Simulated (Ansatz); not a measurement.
Stepwise reaction of `[OH][In]([Br])[Br]` with hydrogen sulfide, as a gas-phase model of exchange steps in deposition or etching. ΔE in kJ/mol.

Program: Ansatz. Geometries: PBE0-D4/def2-TZVP. ΔE: electronic, gas phase. CBS: MP2 limit from def2 TZ/QZ plus the TZ coupled-cluster correction, frozen cores. This one scheme is used for every species. Functionals use def2-TZVPP. B3LYP here is the variant with VWN-RPA as its local correlation; programs differ in this. Elements past krypton have def2 core potentials. For Br, In outer-core shells are correlated without core-valence functions, which leaves a few kJ/mol of doubt a bond. Scalar relativity is left out up to krypton. One conformer a species, not always the lowest.

```json
{"step": "2", "reaction": "`[OH][In]([SH])[Br]` + H₂S → `[OH][In]([SH])[SH]` + HBr", "PBE-D4": "41.1", "B3LYP-D4": "46.3", "ωB97M-V": "46.4", "CCSD(T)/CBS": "46.2"}
```

Task: Give the row of step 1, `[OH][In]([Br])[Br]` + H₂S → `[OH][In]([SH])[Br]` + HBr. (Estimate.)

Result: The calculation gave: 
| step | reaction | PBE-D4 | B3LYP-D4 | ωB97M-V | CCSD(T)/CBS |
| --- | --- | --- | --- | --- | --- |
| 1 | `[OH][In]([Br])[Br]` + H₂S → `[OH][In]([SH])[Br]` + HBr | 32.5 | 37.6 | 37.7 | 38.3 |

Task: By hand: ΔE of the 2 steps together at CCSD(T)/CBS.

Result: (38.3) + (46.2) = 84.5 kJ/mol, or 42.2 kJ/mol a step.

In ΔE each step is higher than the one before. All are uphill at CCSD(T)/CBS. PBE-D4 differs from CCSD(T)/CBS by -5.8 to -5.1 kJ/mol a step. Isolated molecules leave out the surface, adducts and barriers. Largest T1 diagnostic: 0.015.
